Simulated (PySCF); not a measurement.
Species: [AuCl4]- (charge -1 and singlet state).
Bonds: Au1–Cl2, Au1–Cl3, Au1–Cl4, Au1–Cl5.

Method: PBE0-D3(BJ)/def2-SVP geometry optimisation, gas phase, def2 core potentials past Kr (PySCF).

(1) How far are the bound atoms from Au1?

(2) List the angles at Au1.

(3) What is the shape at Au1?

(4) What are the rotational constants (commonest isotopes, rigid rotor)?

## Answers

(1) 4 atoms: Cl4 2.320 Å, Cl2 2.320 Å, Cl3 2.320 Å, Cl5 2.320 Å.

(2) 
```csv
angle,degrees,distance of the outer atoms (Å)
Cl2–Au1–Cl4,179.9,4.64
Cl3–Au1–Cl5,179.9,4.64
Cl2–Au1–Cl5,90.0,3.28
Cl4–Au1–Cl5,90.0,3.28
Cl2–Au1–Cl3,90.0,3.28
Cl3–Au1–Cl4,90.0,3.28
```

(3) Square planar: angles from 90.0° to 179.9°; τ4 = (360° − α − β)/141° = 0.00 with α and β the two widest (0 for a square, 1 for a tetrahedron).

(4) A = 1343, B = 1342, C = 671.3 MHz: an oblate symmetric top.

Point group: D4h (tolerance 0.08 Å). Charge -1, singlet. Whether it is a minimum is left open (no frequencies).

The run took 40 s of wall time on one thread, Arm Neoverse V1 (aarch64), no GPU, on a shared host, and the process peaked at 0.39 GiB of memory. This is the geometry optimisation.
